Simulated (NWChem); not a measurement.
System: CH₅ClO₂Si; SMILES [Si@@H](Cl)(O)CO

Here is an NWChem input.

```
start job
memory heap 200 mb stack 900 mb global 1100 mb
geometry units angstroms noautosym nocenter noautoz
  O      0.497698    -2.249543    -0.081954
  C     -0.598825    -1.476786     0.342625
  Si    -0.534430     0.258389    -0.392140
  O     -1.654135     1.306106     0.225506
  Cl     1.407370     0.887481     0.063999
  H      1.300665    -1.758363     0.134168
  H     -0.686624    -1.422924     1.449247
  H     -1.517016    -1.979440    -0.006833
  H     -0.694776     0.297351    -1.862828
  H     -1.644320     1.482779     1.171004
end
basis spherical
  * library def2-svp
end
dft
  xc b3lyp
  iterations 150
  mulliken
end
task dft energy
esp
  recalculate
  probe 0.07
  range 0.3
  factor 1.0
  spacing 0.02
end
task esp
```

The geometry was optimised at PBE0/def2-SVP. B3LYP is NWChem's, with the RPA form of VWN correlation.

Atomic charges in e: unrestrained fits to the electrostatic potential beside Mulliken populations; buried atoms are poorly determined by the fit.

Atoms are numbered as in the input.

Task: Give the results of this calculation. (B3LYP/def2-SVP.) Quantities: ESP O1; Mulliken O1; ESP C2; Mulliken C2; ESP Si3; Mulliken Si3; ESP O4; Mulliken O4; ESP Cl5; Mulliken Cl5; relative RMS misfit of the potential (%).

Result: The ESP O1 comes out as -0.57 and the Mulliken O1 comes out as -0.31. The ESP C2 is 0.16. The Mulliken C2 is -0.01, the ESP Si3 is 0.56 and the Mulliken Si3 is 0.67. The ESP O4 is -0.59 and the Mulliken O4 is -0.38. The ESP Cl5 is -0.24 and the Mulliken Cl5 comes out as -0.29. The relative RMS misfit of the potential (%) is 24.
